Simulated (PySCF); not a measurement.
C3H3ClF2, singlet, geometry from GFN2-xTB; DF-CAMB3LYP/pcseg-0 in PySCF.

Input for PySCF:
```python
from pyscf import gto, scf, dft

mol = gto.M(
    atom='''
F     1.41212890   -1.18630215   -1.06252036
C     0.52827058   -0.71423158   -0.16196939
F     1.13173355   -0.65140063    1.03210657
C    -0.90980440   -1.08418446   -0.26711447
C    -0.45588052    0.32272180   -0.59419619
Cl   -0.86938144    1.63017992    0.49763455
H    -1.21821637   -1.72374931   -1.07948023
H    -1.43963787   -1.23667701    0.66073034
H    -0.43293729    0.64085788   -1.62763288
''',
    basis='pcseg-0',
    verbose=4,
    max_memory=1800,
)

mf = dft.RKS(mol)
mf.xc = 'camb3lyp'
mf = mf.density_fit(auxbasis='def2-universal-jkfit')
mf.kernel()
```

The log (banner, timings and long lists left out):

```
PySCF version 2.14.0

[INPUT] verbose = 4
[INPUT] num. atoms = 9
[INPUT] num. electrons = 56
[INPUT] charge = 0
[INPUT] spin (= nelec alpha-beta = 2S) = 0
[INPUT] symmetry False subgroup None
[INPUT] Mole.unit = angstrom
[INPUT] Symbol           X                Y                Z      unit          X                Y                Z       unit  Magmom
[INPUT]  1 F      1.412128900000  -1.186302150000  -1.062520360000 AA    2.668536873583  -2.241786164483  -2.007872482174 Bohr   0.0
[INPUT]  2 C      0.528270580000  -0.714231580000  -0.161969390000 AA    0.998286715865  -1.349702075715  -0.306077787663 Bohr   0.0
[INPUT]  3 F      1.131733550000  -0.651400630000   1.032106570000 AA    2.138666455482  -1.230968788069   1.950398748664 Bohr   0.0
[INPUT]  4 C     -0.909804400000  -1.084184460000  -0.267114470000 AA   -1.719281142924  -2.048811697909  -0.504773192208 Bohr   0.0
[INPUT]  5 C     -0.455880520000   0.322721800000  -0.594196190000 AA   -0.861489328324   0.609855816427  -1.122868063360 Bohr   0.0
[INPUT]  6 Cl    -0.869381440000   1.630179920000   0.497634550000 AA   -1.642892819380   3.080593582565   0.940393009621 Bohr   0.0
[INPUT]  7 H     -1.218216370000  -1.723749310000  -1.079480230000 AA   -2.302095299762  -3.257414103308  -2.039921991583 Bohr   0.0
[INPUT]  8 H     -1.439637870000  -1.236677010000   0.660730340000 AA   -2.720521292852  -2.336980853446   1.248599384791 Bohr   0.0
[INPUT]  9 H     -0.432937290000   0.640857880000  -1.627632880000 AA   -0.818132907211   1.211045877969  -3.075780374537 Bohr   0.0

nuclear repulsion = 299.731933018705
number of shells = 15
number of NR pGTOs = 111
number of NR cGTOs = 64
basis = pcseg-0
ecp = {}

******** <class 'pyscf.df.df_jk.DFRKS'> ********
method = DFRKS
initial guess = minao
damping factor = 0
level_shift factor = 0
DIIS = <class 'pyscf.scf.diis.CDIIS'>
diis_start_cycle = 1
diis_space = 8
diis_damp = 0
SCF conv_tol = 1e-09
SCF conv_tol_grad = None
SCF max_cycles = 50
direct_scf = False
XC library pyscf.dft.libxc version 7.1.2
    S. Lehtola, C. Steigemann, M. J. T. Oliveira, and M. A. L. Marques,  SoftwareX 7, 1–5 (2018)
XC functionals = camb3lyp
    T. Yanai, D. P. Tew, and N. C. Handy,  Chem. Phys. Lett. 393, 51 (2004)
radial grids:
    Treutler-Ahlrichs [JCP 102, 346 (1995); DOI:10.1063/1.469408] (M4) radial grids

becke partition: Becke, JCP 88, 2547 (1988); DOI:10.1063/1.454033
pruning grids: <function nwchem_prune>
grids dens level: 3
symmetrized grids: False
atomic radii adjust function: <function treutler_atomic_radii_adjust>
small_rho_cutoff = 0
Set gradient conv threshold to 3.16228e-05
Initial guess from minao.
tot grids = 119184
******** <class 'pyscf.df.df.DF'> ********
auxbasis = def2-universal-jkfit
Create RSH-DF object <pyscf.df.df.DF object> for omega=0.33
******** <class 'pyscf.df.df.DF'> ********
auxbasis = auxmol.basis = def2-universal-jkfit
init E= -775.402819752519
  HOMO = -0.277391318755311  LUMO = 0.00745239196759284  gap/eV = 7.75099
cycle= 1 E= -774.298719975512  delta_E=  1.1  |g|= 0.702  |ddm|= 3.43
  HOMO = -0.355890819506102  LUMO = 0.0155905157321241  gap/eV = 10.10852
cycle= 2 E= -774.269593344489  delta_E= 0.0291  |g|= 0.906  |ddm|=  2.1
  HOMO = -0.357166313441493  LUMO = 0.0533567214109634  gap/eV = 11.17090
cycle= 3 E= -774.415136866228  delta_E= -0.146  |g|= 0.0431  |ddm|= 0.956
  HOMO = -0.355665759919134  LUMO = 0.0573489585474438  gap/eV = 11.23870
cycle= 4 E= -774.415495184124  delta_E= -0.000358  |g|= 0.0213  |ddm|= 0.0852
  HOMO = -0.356120318513907  LUMO = 0.0581450418063563  gap/eV = 11.27273
cycle= 5 E= -774.415588030015  delta_E= -9.28e-05  |g|= 0.00268  |ddm|= 0.0307
  HOMO = -0.356198916514223  LUMO = 0.0580283615081365  gap/eV = 11.27170
cycle= 6 E= -774.415589823907  delta_E= -1.79e-06  |g|= 0.00153  |ddm|= 0.00588
  HOMO = -0.356209004088945  LUMO = 0.0580042952628199  gap/eV = 11.27132
cycle= 7 E= -774.415590358723  delta_E= -5.35e-07  |g|= 0.000202  |ddm|= 0.00224
  HOMO = -0.356206476784517  LUMO = 0.0580124080324236  gap/eV = 11.27147
cycle= 8 E= -774.415590367372  delta_E= -8.65e-09  |g|= 0.000132  |ddm|= 0.000558
  HOMO = -0.356207787956697  LUMO = 0.0580106808162748  gap/eV = 11.27146
cycle= 9 E= -774.415590370639  delta_E= -3.27e-09  |g|= 1.12e-05  |ddm|= 0.000193
  HOMO = -0.356208954078959  LUMO = 0.0580096463311737  gap/eV = 11.27146
cycle= 10 E= -774.415590370688  delta_E= -4.84e-11  |g|= 4.36e-06  |ddm|= 3.71e-05
  HOMO = -0.356208174024895  LUMO = 0.0580107029613135  gap/eV = 11.27147
Extra cycle  E= -774.415590370689  delta_E= -1.14e-12  |g|= 4.23e-06  |ddm|= 1.25e-05
converged SCF energy = -774.415590370689
```
